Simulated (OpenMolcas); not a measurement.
Au3+ among 5 point charges of -2 e arranged as a trigonal bipyramid (D3h). The axial distance is 1.06 times the equatorial one, R.

```json
{"Program": "OpenMolcas", "Method": "CASSCF", "Basis": "ANO-RCC-VDZP [7s6p4d2f]", "Scalar Hamiltonian": "DKH2, point nucleus", "Active space": "8 electrons in 5 orbitals (5d)", "State averaging": "2S+1 = 3 even, 10 roots; 2S+1 = 1 even, 15 roots", "Spin-orbit coupling": "state interaction with AMFI integrals over the reference wave functions"}
```

All point charges move together. At R = 1.71 Å the first state of the same spin is 6786 cm-1, and at R = 1.95 Å it is 4775 cm-1.

Problem. A third run gives 5998 cm-1. What distance was it run at?

Solution. With a power law R^-n the two known points give n = -ln(4775 / 6786) / ln(1.95 / 1.71) = 2.68. Then R = 1.71 × (6786 / 5998)^(1/2.68) = 1.791 Å. The run was at 1.81 Å, so the estimate is off by -0.019 Å.

An orbital doublet at a regular site is open to a Jahn-Teller distortion, which this geometry leaves out. Without dynamic correlation the repulsion within the d shell is too large (B by tens of per cent), so at a given field states of lower spin stand too high. Real 4d8 and 5d8 ions are as a rule square planar and diamagnetic. This shell can be high or low spin here, a state of another spin lies low, and with metal d orbitals alone active their balance is uncertain, so the ground spin may be wrong. Point charges give a weaker field than real ligands, and real ions of this kind are as a rule low spin; the high spin found here belongs to the model. Point charges carry no covalency, so the field is a model and not that of real ligands. No measured value stands beside these numbers.
